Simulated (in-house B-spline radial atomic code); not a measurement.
Configurations of Tc3+, with energies counted from [Kr] 4d4. All numbers are computed (scalar-relativistic (X2C) PBEsol, spin-polarised, spherical fractional occupations; Fermi nucleus of rms radius 4.41117 fm) with an all-electron radial atomic-structure program (B-spline basis), not measured. Shells without spins written out take the highest spin.

Occupations are held fixed; configurations that lie above the ionisation limit could autoionise.

```tsv
configuration	E - E(ref) (eV)	highest orbital	its <r> (bohr)
[Kr] 4d3 4f1	27.566	4f up	3.439
[Kr] 4d3 5f1	32.731	5f up	6.304
[Ar] 3d10 4s2 4p5 4d4 5p1	53.187	5p up	2.847
[Ar] 3d10 4s2 4p5 4d4 5d1	62.589	5d up	3.834
[Ar] 3d10 4s2 4p5 4d4 5f1	70.443	5f up	6.183
[Ar] 3d10 4s2 4p(2 up, 3 down) 4d(2 up, 2 down) 5f(0 up, 1 down)	76.084	5f down	6.291
[Ar] 3d9 4s2 4p6 4d4 5s1	263.19	5s up	2.46
[Ar] 3d(5 up, 4 down) 4s2 4p6 4d(2 up, 2 down) 5d(1 up, 0 down)	283.78	5d up	3.817
```

(1) Order these further configurations by energy, lowest first.
A. [Ar] 3d10 4s2 4p5 4d4 4f1
B. [Kr] 4d3 5p1
C. [Kr] 4d(3 up, 1 down)
D. [Kr] 4d(3 up, 0 down) 5d(1 up, 0 down)
E. [Kr] 4d(2 up, 2 down)

(2) How far above the reference does [Ar] 3d9 4s2 4p6 4d4 4f1 lie?

(3) How far above the reference does [Ar] 3d9 4s2 4p6 4d4 5d1 lie?

(4) How far above the reference does [Ar] 3d(4 up, 5 down) 4s2 4p6 4d(1 up, 3 down) 4f(1 up, 0 down) lie?

Results:

(1) C (2.4785 eV), E (3.293 eV), B (15.674 eV), D (24.901 eV), A (65.128 eV).

(2) 282.6 eV; its least bound orbital is 4f up with <r> = 3.331 bohr.

(3) 279.74 eV; its least bound orbital is 5d up with <r> = 3.782 bohr.

(4) 286.12 eV; its least bound orbital is 4f up with <r> = 3.599 bohr.
